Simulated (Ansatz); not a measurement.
Mulliken charges of C$_{2}$H$_{4}$AlBrO (`C[CH]1[O][Al]1[Br]`) from r2SCAN/def2-TZVPP in Ansatz (PBE0-D4/def2-TZVP geometry).

```csv
atom,x (Å),y (Å),z (Å),charge (e)
C1,-1.222,-0.431,0.040,-0.078
C2,0.228,-0.401,-0.334,0.031
O3,1.157,-0.433,0.838,-0.412
Al4,1.467,0.990,-0.034,0.436
Br5,2.784,2.776,0.115,-0.131
H6,-1.845,-0.339,-0.854,0.040
H7,-1.495,0.371,0.729,0.024
H8,-1.465,-1.385,0.524,0.050
H9,0.479,-1.195,-1.041,0.041
```

By hand: the dipole of these point charges (1 e Å = 4.8032 D).

Σ q r = (-0.263, 0.145, -0.422) e Å, of length 0.518 e Å = 2.49 D.

How does the dipole of the full density compare? (Estimate.)

Computed: (-0.098, 0.209, -0.281) e Å, 1.75 D; the point charges give 1.42 times that, at 22° from its direction.

Point charges leave out the atoms' own dipoles, such as those of lone pairs, and Mulliken's split depends on the basis, so the two needn't agree.
